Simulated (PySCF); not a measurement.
Distorted geometries of [Ce(O2)]+

[Ce(O2)]+ (singlet in the valence; each metal's 4f electrons, 1 of them, lie in its core potential, out of spins and levels). PySCF 2.14.0, RKS PBE0, Ce lcecp-1-SVP with ECP47, O def2-SVP; non-relativistic Hamiltonian with scalar-relativistic core potentials where named; density fitting; no spin-orbit coupling. Relaxed geometry:

```xyz
3

Ce    0.0000    0.0000   -0.2381
O     0.7308    0.0000    1.6833
O    -0.7308    0.0000    1.6833
```

**Question.** Order these distorted geometries by energy above the relaxed one, lowest first.
A.
```xyz
3

Ce   -0.0563    0.0301   -0.1738
O     0.7786   -0.0128    1.6544
O    -0.7223   -0.0173    1.6478
```
B.
```xyz
3

Ce   -0.0449   -0.0828   -0.3570
O     0.9376   -0.0679    1.6549
O    -0.8927    0.1507    1.8306
```
C.
```xyz
3

Ce    0.0791   -0.0583   -0.2231
O     0.7047    0.0266    1.6617
O    -0.7838    0.0317    1.6898
```

**Answer.** C (0.07 eV), A (0.20 eV), B (1.79 eV).

**Question.** Which forces (eV/Å) act in the one that lies 0.20 eV up?

**Answer.** 
```
Ce   0.50  0.10 -3.98
O   -0.27 -0.03  1.15
O   -0.23 -0.07  2.83
```
Forces carry noise of the integration grid, about 0.01 to 0.03 eV/Å.

An lcecp potential fixes the number of 4f electrons, so in runs with it no electron can move into or out of that shell.
